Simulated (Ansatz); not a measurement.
Ideal-gas functions of `[F][Mo]([Cl])([Cl])([Cl])([Cl])[Cl]` at 400 K and 1 bar, from an Ansatz frequency run at PBE0-D4/def2-TZVP.

Molar mass 292.2 g/mol, point group C4v (symmetry number 4), electronic degeneracy 1, moments of inertia 608.202, 608.207, 732.765 u Å². Harmonic wavenumbers (cm⁻¹, unscaled): 76, 81, 81, 179, 183, 183, 206, 243, 243, 319, 353, 399, 399, 411, 657.

Use S(trans) = R[1.5 ln M + 2.5 ln T − 1.1517]; rotational temperatures θ = 24.2544 K / I; S(rot) = R[ln(√π/σ · √(T³/θAθBθC)) + 1.5]; for each mode x = 1.438777 ν̃/T, S = R[x/(eˣ − 1) − ln(1 − e⁻ˣ)] and H = RT x/(eˣ − 1); 1 cm⁻¹ = 0.0119627 kJ/mol; R = 8.31446 J/(mol·K).

**Question.** By hand: the entropy, in J/(mol·K).

**Answer.** Translation 185.8. Rotation: θ = 0.0399, 0.0399, 0.0331 K, giving 121.4. Vibration, mode by mode: 19.12, 18.60, 18.60, 12.12, 11.94, 11.94, 10.99, 9.69, 9.69, 7.61, 6.87, 5.99, 5.99, 5.78, 2.86, in all 157.8. Electronic 0.0. Sum 465.0 J/(mol·K).

**Question.** By hand: H − E and G − E in kJ/mol, counted from the electronic energy.

**Answer.** Zero-point energy ½ × 4013 × 0.0119627 = 24.0; thermal vibration 30.8; translation, rotation and pV give 4 RT = 13.3. H − E = 68.1 kJ/mol, and G − E = 68.1 − 400 × 465.0/1000 = -117.9 kJ/mol.

Vibration gives 34 % of the entropy, 56.3 J/(mol·K) of it from the modes under 150 cm⁻¹: soft modes count most, and the harmonic formula is weakest for them.
